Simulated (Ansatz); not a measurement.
Basis-set extrapolation for `CCC(=O)N(C)C` (PBE0-D4/def2-TZVP geometry, frozen core, Ansatz). Multiplicity 1, RHF reference.

```tsv
	def2-TZVPP	def2-QZVPP
HF	-325.190645	-325.205752
MP2 correlation	-1.299345	-1.386442
CCSD(T) correlation	-1.407225	not run
```

Energies in hartree. Use E(X) = E(∞) + A·exp(−7.88·√X) for Hartree–Fock and E(X) = E(∞) + B·X^(−2.97) for correlation, with X = 3 and 4, and add CCSD(T) minus MP2 of the smaller set to the MP2 limit.

Problem. What is the CCSD(T) energy at the basis-set limit?

Solution. HF limit: -325.205752 + (-0.015107) × 0.13774 = -325.20783. MP2 limit: -1.386442 + (-0.087097) × 0.74074 = -1.45096. Higher-order term: -1.407225 − (-1.299345) = -0.10788. Total: -326.76667 hartree, 105.9 kcal/mol below CCSD(T)/def2-TZVPP.
